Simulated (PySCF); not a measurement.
C2HCl2, SMILES Cl[C]=CCl, doublet, PBE0/def2-SVP optimised geometry.

```
5

Cl    -0.96    -1.86     0.00
C     -1.23    -0.23     0.00
C     -0.50     0.87     0.00
Cl     1.23     0.87     0.00
H     -0.96     1.86     0.00
```

Density from PySCF with unrestricted PBE0/def2-TZVP at that geometry.

Minimum of the electron density along straight lines between bonded atoms, close to the bond critical point (lines longer than 1.1 times the sum of covalent radii, or with two minima, are not listed):

```tsv
bond	length / Å	ρ at the minimum / e bohr⁻³	∇²ρ there / e bohr⁻⁵	position (fraction from the first atom)
Cl1–C2	1.659	0.235	-0.43	0.58
C2–C3	1.319	0.351	-1.03	0.51
C3–Cl4	1.736	0.201	-0.30	0.42
C3–H5	1.093	0.281	-1.00	0.66
```
